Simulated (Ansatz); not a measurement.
V₂S₄ (the lowest singlet isomer of a short search). The state is a singlet with charge 0. Geometry PBE0-D4/def2-SVP, basis def2-TZVP, Ansatz.

```xyz
6

V    -0.254   -0.967   -0.684
V    -0.649    0.105    0.686
S     1.675   -0.496    0.708
S    -0.122    1.380   -1.279
S    -2.113   -1.587    0.414
S     1.463    1.565    0.155
```

| run | HOMO (eV) | LUMO (eV) |
| --- | --- | --- |
| A | -6.10 | -2.53 |
| B | -8.54 | -0.31 |
| C | -5.00 | -3.42 |
| D | -5.58 | -3.00 |

LC-ωPBE has ω = 0.4 bohr⁻¹. No other spin state of charge 0 was run. The structure comes from a short search, and lower isomers may exist.

**Question.** The runs used LC-ωPBE, PBE, PBE0, r2SCANh. Estimate which is which.

**Answer.** A PBE0 (25 % exact exchange); B LC-ωPBE (range-separated); C PBE (0 % exact exchange); D r2SCANh (10 % exact exchange). Exact exchange lowers occupied and raises empty levels; among semilocal functionals meta-GGAs tend to open the gap a little, and such runs are hard to tell apart. The gap grows from 1.58 eV (PBE) to 8.22 eV (LC-ωPBE). The restricted singlet is unstable towards broken spin symmetry in Hartree–Fock (as tested in another run); at PBE0-D4/def2-TZVP, LC-ωPBE/def2-TZVP, PBE-D4/def2-TZVP, r2SCANh-D4/def2-TZVP this wasn't settled.
